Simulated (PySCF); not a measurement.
C5H8F2.
SMILES with atom numbers: `[CH3:1]/[C:2](=[CH:3]/[CH2:4][F:5])[CH2:6][F:7]` (hydrogens: H8, H9, H10 on C1; H11 on C3; H12, H13 on C4; H14, H15 on C6)

Structure used (PBE0-D3(BJ)/def2-SVP), in Å, numbered top down from 1:
```xyz
15
C5H8F2 angstrom
C     -1.991    0.353    0.500
C     -0.601   -0.030    0.088
C      0.429    0.818    0.199
C      1.868    0.611   -0.165
F      2.591    1.704    0.254
C     -0.492   -1.427   -0.439
F      0.757   -1.726   -0.924
H     -2.014    1.360    0.937
H     -2.682    0.337   -0.361
H     -2.398   -0.351    1.245
H      0.230    1.821    0.597
H      1.997    0.503   -1.255
H      2.287   -0.292    0.307
H     -0.736   -2.151    0.362
H     -1.228   -1.580   -1.251
```

Theory: core-valence-separated Tamm–Dancoff BHandHLYP/aug-pcX-1 (pcseg-1 on H) in PySCF, non-relativistic, gas phase, PBE0-D3(BJ)/def2-SVP geometry. No empirical shift is added; at this level the pattern usually sits a few eV under experiment.

Q: Give energies, oscillator strengths and core holes at the F K edge.

A: 
```tsv
E (eV)	f	core hole on	main final orbital
685.49	0.0270	F5	spread
685.50	0.0269	F7	spread
686.46	0.0113	F5	LUMO+3 (61 %)
686.50	0.0011	F5	LUMO+1 (42 %)
686.70	0.0085	F7	LUMO+2 (36 %)
686.96	0.0003	F7	LUMO+1 (53 %)
687.04	0.0013	F5	LUMO (35 %)
687.38	0.0006	F5	LUMO+5 (42 %)
687.43	0.0014	F5	LUMO (37 %)
687.59	0.0054	F7	LUMO (32 %)
687.67	0.0031	F7	LUMO+5 (60 %)
```

The first line with a tenth or more of the strongest one's intensity is at 685.49 eV (f = 0.027), with the hole on F5 (alkyl fluorine). It is also the strongest listed.

Q: Give energies, oscillator strengths and core holes at the C K edge.

A: 
| E (eV) | f | core hole on | main final orbital | polarisation |
| --- | --- | --- | --- | --- |
| 282.83 | 0.0587 | C3 | LUMO+1 (34 %) | normal to the local trigonal plane |
| 283.12 | 0.0625 | C2 | LUMO+1 (39 %) | normal to the local trigonal plane |
| 285.62 | 0.0090 | C1 | LUMO (81 %) | – |
| 285.74 | 0.0088 | C1 | LUMO+1 (50 %) | – |
| 286.18 | 0.0191 | C3 | spread | in the local trigonal plane |
| 286.39 | 0.0326 | C1 | spread | – |
| 286.75 | 0.0008 | C2 | LUMO (59 %) | – |
| 286.82 | 0.0245 | C1 | LUMO+5 (42 %) | – |
| 286.86 | 0.0025 | C3 | spread | in the local trigonal plane |
| 286.94 | 0.0628 | C4 | spread | – |
| 286.95 | 0.0508 | C6 | spread | – |
| 287.06 | 0.0037 | C1 | LUMO+4 (31 %) | – |
| 287.14 | 0.0073 | C2 + C3 | LUMO (2 roots, f summed) | – |
| 287.35 | 0.0026 | C3 | LUMO+5 (47 %) | normal to the local trigonal plane |
| 287.42 | 0.0006 | C3 | spread | – |
| 287.51 | 0.0089 | C4 | LUMO+5 (40 %) | – |
| 287.54 | 0.0012 | C1 | LUMO+3 (30 %) | – |
| 287.66 | 0.0022 | C2 | LUMO+3 (41 %) | in the local trigonal plane |
| 287.73 | 0.0008 | C2 | LUMO+5 (60 %) | – |
| 287.81 | 0.0012 | C1 | spread | – |
| 287.82 | 0.0092 | C2 | spread | in the local trigonal plane |
| 287.86 | 0.0142 | C6 | LUMO+1 (39 %) | – |

The first line with a tenth or more of the strongest one's intensity is at 282.83 eV (f = 0.059), with the hole on C3 (alkene CH carbon), polarised normal to the local trigonal plane: a 1s→π* resonance. The strongest listed is at 286.94 eV (f = 0.063; C4).

Roots within 0.03 eV whose holes lie on the same, on equivalent or on shared atoms are summed into one line, and the highest roots are left out, as the search may have cut off their partners. Final orbitals are the ground state's empty Kohn–Sham orbitals. A dash: too weak, shared between unlike atoms, or no plane or axis to refer to.

Q: What length of transition dipole belongs to the line at 685.49 eV?

A: From f = (2/3) ΔE |μ|² in atomic units, with ΔE = 25.191 Eh and f = 0.0270: |μ| = 0.040 au = 0.10 D.

Only the lowest roots of each edge were sought.

Hardware: one thread of an x86-64 server, no GPU (shared host). Cost: 23 s wall.

One conformer stands for the species.
